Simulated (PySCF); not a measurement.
## Magnesium: a sound run and one with changed settings

Sound run: Mg+ [Ne] 3s1, Mg(2+) [Ne]. Calculation: PySCF 2.14, in cc-pVTZ-DK; the spin-free X2C one-electron Hamiltonian (Gaussian nucleus). The sound run starts from symmetry-adapted Hartree-Fock orbitals and uses a fine grid where one is needed.

A second run was set up differently.

```json
{"species": "Mg+", "method": "UHF", "sound run (hartree)": "-199.67643", "changed run (hartree)": "-199.67643", "converged": "yes"}
{"species": "Mg+", "method": "M06-L", "sound run (hartree)": "-200.08675", "changed run (hartree)": "-200.07636", "converged": "yes"}
{"species": "Mg+", "method": "TPSS", "sound run (hartree)": "-200.11866", "changed run (hartree)": "-200.10227", "converged": "yes"}
{"species": "Mg(2+)", "method": "UHF", "sound run (hartree)": "-199.13457", "changed run (hartree)": "-199.13457", "converged": "yes"}
{"species": "Mg(2+)", "method": "M06-L", "sound run (hartree)": "-199.56177", "changed run (hartree)": "-199.56545", "converged": "yes"}
{"species": "Mg(2+)", "method": "TPSS", "sound run (hartree)": "-199.56360", "changed run (hartree)": "-199.54854", "converged": "yes"}
```

Ionisation energy of Mg+:

```json
{"method": "UHF", "sound run (eV)": "14.745", "changed run (eV)": "14.745"}
{"method": "M06-L", "sound run (eV)": "14.285", "changed run (eV)": "13.903"}
{"method": "TPSS", "sound run (eV)": "15.104", "changed run (eV)": "15.068"}
```

**Question.** What was changed?
A. level shift left on
B. basis contracted for another Hamiltonian
C. radial grid too coarse
D. all electrons correlated in a valence basis

**Answer.** C. It used radial step 0.5 in ln r (0.13 in the sound run). A coarse radial grid mis-integrates the density and the exchange-correlation energy, with errors of either sign; Hartree-Fock needs no grid.
